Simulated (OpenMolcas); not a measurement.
A calculation on Al+.

```
Program             : OpenMolcas 26.06
Method              : CASSCF
Basis               : ANO-RCC-VTZP [5s4p2d1f]
Scalar Hamiltonian  : DKH2, point nucleus
Active space        : 2 electrons in 4 orbitals (3s 3p)
State averaging     : 2S+1 = 3 even, 3 roots; 2S+1 = 1 even, 7 roots; 2S+1 = 3 odd, 3 roots; 2S+1 = 1 odd, 3 roots
Spin-orbit coupling : state interaction with AMFI integrals over the reference wave functions, term energies averaged over their components
```

Task: Which level of the active space comes out lowest?

Result: 3s² ¹S₀, with 100 % of that term; it is also the measured ground level.

Task: How high does 3s 3p ³P°₂ lie?

Result: 36204 cm⁻¹ above the lowest level; measured 37578 cm⁻¹ above the ground level, so the calculation is off by -4 %.

Task: How high does 3p² ³P₂ lie?

Result: 93289 cm⁻¹ above the lowest level; measured 94269 cm⁻¹ above the ground level, so the calculation is off by -1 %.

Task: How high does 3p² ³P₁ lie?

Result: 93191 cm⁻¹ above the lowest level; measured 94147 cm⁻¹ above the ground level, so the calculation is off by -1 %.

Measured values: NIST Handbook of Basic Atomic Spectroscopic Data.

Without dynamic correlation excited terms often stand tens of per cent too high (terms of higher spin than the ground term too low), and those without a measured partner can miss by more than the paired ones. The ¹D term of p² mixes with s d, which this space lacks. Computed and measured levels are paired by configuration, term and J; levels that our copy of the source lacks, or whose pairing is in doubt (as where it misses far off the trend of its configuration), stay unpaired and out of the deviations. Only configurations of the active space appear.

° marks odd parity.
